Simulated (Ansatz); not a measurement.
trans-Ti(H2O)2F4 (TiO₂F₄H₄). Total charge 0; singlet. Geometry r2SCAN-D4/def2-SVP.

Cartesian coordinates in Å:
```
F 0.864 -1.432 -0.139
F -0.161 1.785 0.673
F -0.057 0.508 -1.605
F -0.896 -0.566 1.589
O 1.952 0.580 0.686
O -2.004 -0.526 -0.576
Ti -0.068 0.080 0.141
H 2.154 1.522 0.589
H 2.613 0.048 0.220
H -2.392 -1.248 -0.060
H -2.005 -0.752 -1.517
```

No other spin state of charge 0 was run. Another isomer (singlet) lies 0.39 eV lower at PBE0-D4/def2-TZVP; other spin states weren't run for this one.

(1) Estimate the orbital energies around the gap (eV) in Ansatz with PBE-D4/def2-SVP, PBE0-D4/def2-SVP, BHLYP-D4/def2-TZVP, CAM-B3LYP-D4/def2-TZVP, ωB97X-V/def2-TZVP.

Answers

(1) 
```tsv
orbital	PBE-D4/def2-SVP	PBE0-D4/def2-SVP	BHLYP-D4/def2-TZVP	CAM-B3LYP-D4/def2-TZVP	ωB97X-V/def2-TZVP
HOMO−9	-9.53	-11.75	-14.11	-13.75	-14.79
HOMO−8	-8.89	-11.08	-13.49	-13.07	-14.07
HOMO−7	-8.88	-11.07	-13.48	-13.05	-14.05
HOMO−6	-8.54	-10.78	-13.24	-12.77	-13.76
HOMO−5	-8.50	-10.74	-13.16	-12.70	-13.70
HOMO−4	-8.12	-10.25	-12.66	-12.19	-13.15
HOMO−3	-8.07	-10.21	-12.64	-12.17	-13.13
HOMO−2	-7.99	-10.19	-12.59	-12.16	-13.12
HOMO−1	-7.98	-10.18	-12.53	-12.12	-13.09
HOMO	-7.64	-9.85	-12.29	-11.82	-12.79
LUMO	-2.40	-1.81	-0.95	-0.89	0.35
LUMO+1	-2.38	-1.79	-0.93	-0.87	0.38
LUMO+2	-2.13	-1.52	-0.60	-0.59	0.65
LUMO+3	-1.40	-0.79	-0.13	-0.05	1.15
LUMO+4	-0.64	0.08	0.53	0.62	1.73
LUMO+5	0.12	1.07	1.00	1.16	2.39
```
